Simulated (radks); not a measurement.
Results of a calculation; reference values are marked as such.
Tm15.4+, configuration [Ar] 3d10 4s2 4p5.6 4d10 4f8 (fractional occupations, a model configuration). Code: a radial shooting solver on a logarithmic mesh with Libxc functionals. Model: Dirac Kohn-Sham, LDA (Slater exchange, Perdew-Wang correlation), spin-unpolarised, spherical densities, point nucleus; open shells are shared between the two j in proportion to 2j + 1.

Unscreened Slater integrals over Kohn-Sham orbitals (cm^-1). Large and small components are both included.

| integral | value |
|---|---|
| F0(4f7/2,4f7/2) | 339300 |
| F2(4f7/2,4f7/2) | 171360 |
| F4(4f7/2,4f7/2) | 109760 |
| F6(4f7/2,4f7/2) | 79636 |
| F0(4f7/2,4f5/2) | 340600 |
| F2(4f7/2,4f5/2) | 171910 |
| F4(4f7/2,4f5/2) | 110080 |
| G2(4f7/2,4f5/2) | 171310 |
| G4(4f7/2,4f5/2) | 109720 |
| G6(4f7/2,4f5/2) | 79605 |
| F0(4f7/2,4d5/2) | 346780 |
| F2(4f7/2,4d5/2) | 172860 |
| F4(4f7/2,4d5/2) | 112060 |
| G1(4f7/2,4d5/2) | 198620 |
| G3(4f7/2,4d5/2) | 128640 |
| G5(4f7/2,4d5/2) | 92080 |
| F0(4f7/2,4d3/2) | 349660 |
| F2(4f7/2,4d3/2) | 174330 |
| G3(4f7/2,4d3/2) | 129860 |
| G5(4f7/2,4d3/2) | 92859 |
| F0(4f5/2,4f5/2) | 341910 |
| F2(4f5/2,4f5/2) | 172470 |
| F4(4f5/2,4f5/2) | 110430 |
| F0(4f5/2,4d5/2) | 348120 |
| F2(4f5/2,4d5/2) | 173290 |
| F4(4f5/2,4d5/2) | 112270 |
| G1(4f5/2,4d5/2) | 198410 |
| G3(4f5/2,4d5/2) | 128550 |
| G5(4f5/2,4d5/2) | 92028 |
| F0(4f5/2,4d3/2) | 351040 |
| F2(4f5/2,4d3/2) | 174810 |
| G1(4f5/2,4d3/2) | 201680 |
| G3(4f5/2,4d3/2) | 130340 |
| F0(4d5/2,4d5/2) | 358150 |
| F2(4d5/2,4d5/2) | 182800 |
| F4(4d5/2,4d5/2) | 122930 |
| F0(4d5/2,4d3/2) | 361190 |
| F2(4d5/2,4d3/2) | 184120 |
| G2(4d5/2,4d3/2) | 183600 |
| G4(4d5/2,4d3/2) | 123480 |
| F0(4d3/2,4d3/2) | 364330 |
| F2(4d3/2,4d3/2) | 185600 |
